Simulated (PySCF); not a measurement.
A GIAO shielding run with PySCF (density fitting, non-relativistic, gas phase) on `FC(F)[C@@H]1CCO1`, C₄H₆F₂O:

```
$ OMP_NUM_THREADS=1 python probes_run.py task.json out

{"job": {"kind": "nmr", "xc": "PBE0", "basis": "IGLO-III", "pop": true}, "charge": 0, "multiplicity": 1}
F      1.615316    -1.074056    -0.590628
C      1.348104     0.213816    -0.902108
F      2.306095     0.985010    -0.339668
C     -0.002879     0.617333    -0.355793
C     -0.323167     0.119711     1.058270
C     -1.352485    -0.757096     0.336083
O     -1.037370    -0.167354    -0.929345
H      1.395066     0.319311    -2.000468
H     -0.135066     1.699520    -0.537560
H     -0.743705     0.884384     1.723068
H      0.492500    -0.408603     1.568007
H     -1.139795    -1.839455     0.349728
H     -2.407796    -0.596282     0.614077
```

Hardware: 1 thread of an Arm Neoverse V1, shared host. The job also computes population analyses, field gradients, ring-centre shieldings.

(1) How large is the calculation?

(2) How long does it take, and how much memory does it need?

(3) And these other runs on the same molecule and hardware: GIAO shielding at PBE0/6-311+G(2d,p); GIAO shielding at PBE0/6-31G*; GIAO shielding at PBE0/aug-cc-pVDZ; GIAO shielding at PBE0/cc-pVDZ; GIAO shielding at PBE0/cc-pVTZ; GIAO shielding at PBE0/def2-SVP?

Results:

(1) 56 electrons, 305 basis functions and 764 auxiliary functions.

(2) 50 s of wall time, with 14 SCF cycles and 4 response iterations; peak memory 1.1 GiB. Times on a shared host scatter by some tens of per cent.

(3) PBE0/6-311+G(2d,p): 225 functions, 31 s; PBE0/6-31G*: 110 functions, 11 s; PBE0/aug-cc-pVDZ: 215 functions, 31 s; PBE0/cc-pVDZ: 128 functions, 13 s; PBE0/cc-pVTZ: 294 functions, 49 s; PBE0/def2-SVP: 128 functions, 12 s.
